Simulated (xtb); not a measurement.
Harmonic IR lines of one isomer of C₂H₄S₂, unscaled. Calculation: GFN2-xTB run with xtb.

```json
[
 {"wavenumber (cm⁻¹)": "179", "relative intensity": "45"},
 {"wavenumber (cm⁻¹)": "257", "relative intensity": "6.5"},
 {"wavenumber (cm⁻¹)": "348", "relative intensity": "9.5"},
 {"wavenumber (cm⁻¹)": "672", "relative intensity": "4.2"},
 {"wavenumber (cm⁻¹)": "743", "relative intensity": "4.1"},
 {"wavenumber (cm⁻¹)": "793", "relative intensity": "9.8"},
 {"wavenumber (cm⁻¹)": "877", "relative intensity": "8.0"},
 {"wavenumber (cm⁻¹)": "1012", "relative intensity": "4.9"},
 {"wavenumber (cm⁻¹)": "1102", "relative intensity": "3.4"},
 {"wavenumber (cm⁻¹)": "1167", "relative intensity": "10"},
 {"wavenumber (cm⁻¹)": "1191", "relative intensity": "9.3"},
 {"wavenumber (cm⁻¹)": "1313", "relative intensity": "54"},
 {"wavenumber (cm⁻¹)": "1414", "relative intensity": "8.0"},
 {"wavenumber (cm⁻¹)": "2422", "relative intensity": "100"},
 {"wavenumber (cm⁻¹)": "2971", "relative intensity": "10"},
 {"wavenumber (cm⁻¹)": "3021", "relative intensity": "3.1"}
]
```

Question: Say which structure gives these lines.
A. `C=C(S)S`
B. `S/C=C/S`
C. `S=CCS`
D. `S/C=C\S`

Answer: C, `S=CCS`
